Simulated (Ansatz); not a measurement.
Born–Oppenheimer molecular dynamics of BF$_{2}$H$_{4}$NSi (9 atoms, charge 0, multiplicity 1). It starts at the highest image of a converged band. Of that band: Neighbouring images differ by up to 3.2 eV, so the band resolves the path poorly. A vibrational analysis at the climbing image gives one clearly imaginary mode, 1456i cm⁻¹: a first-order saddle point.

Method: UKS B3LYP-D4/def2-SVP in Ansatz.

```json
{
 "ensemble": "NVE (velocity Verlet)",
 "time step": "0.5 fs",
 "steps asked": "200",
 "starting velocities drawn for": "100 K",
 "seed": "6594"
}
```

First frame:

```xyz
9
Properties=species:S:1:pos:R:3
F -2.255 0.271 1.315
B -1.358 -0.293 0.508
N -0.200 0.438 0.118
Si 1.431 -0.174 -0.881
F 2.539 0.760 -0.113
H -1.563 -1.404 0.090
H -0.100 1.395 0.466
H 1.589 -1.550 -0.301
H 0.003 0.511 -1.220
```

(1) What does the run give?

(2) What happens to the structure?

(3) How do temperature and energy run in time?

## Answers

(1) The run went to its last step.

```
steps done                                               : 200
time covered                                             : 100 fs
mean temperature over the second half                    : 484 K
spread of the potential energy over the second half      : 14.8 meV per atom
mean potential energy of the second half above the start : -38.7 meV per atom
```

The conserved energy stayed within 0.3 meV per atom of its start (net change -0.15 meV per atom), so the integration is sound. The system heated up, since it started high on the potential surface and ran downhill. A run of 0.1 ps of so small a system gives no equilibrium averages. The orbitals stay closed-shell, which can raise the energy where a bond breaks towards radicals; this wasn't checked here.

(2) The step under study would form N3–H9 and break Si4–H9. These pairs go: N3–H9 1.36 → 0.99 Å, Si4–H9 1.62 → 3.93 Å. In the last frame they stand as after the step (other bonds may differ from the relaxed reactants and products). Also parted: N3–Si4 2.01 → 3.12 Å. It ends as BFH3N + FHSi. Pairs count as bonded within 1.25 times the sum of covalent radii (0.12 Å more for H–H). The details hang on the random start.

(3) 
| time (fs) | T (K) | potential energy less start (eV) | conserved less start (meV/atom) |
| --- | --- | --- | --- |
| 0.0 | 100 | 0.000 | 0.00 |
| 8.0 | 111 | -0.010 | 0.04 |
| 16.0 | 580 | -0.436 | -0.17 |
| 24.0 | 793 | -0.628 | -0.09 |
| 32.0 | 862 | -0.690 | -0.14 |
| 40.0 | 625 | -0.474 | 0.08 |
| 48.0 | 451 | -0.318 | -0.03 |
| 56.0 | 433 | -0.304 | -0.26 |
| 64.0 | 283 | -0.165 | 0.12 |
| 72.0 | 390 | -0.263 | -0.13 |
| 80.0 | 578 | -0.434 | -0.15 |
| 88.0 | 501 | -0.363 | 0.01 |
| 96.0 | 735 | -0.575 | -0.06 |

Time of the run: 11 min on 2 threads of Arm Neoverse V1 (shared host), peak memory 0.26 GiB.
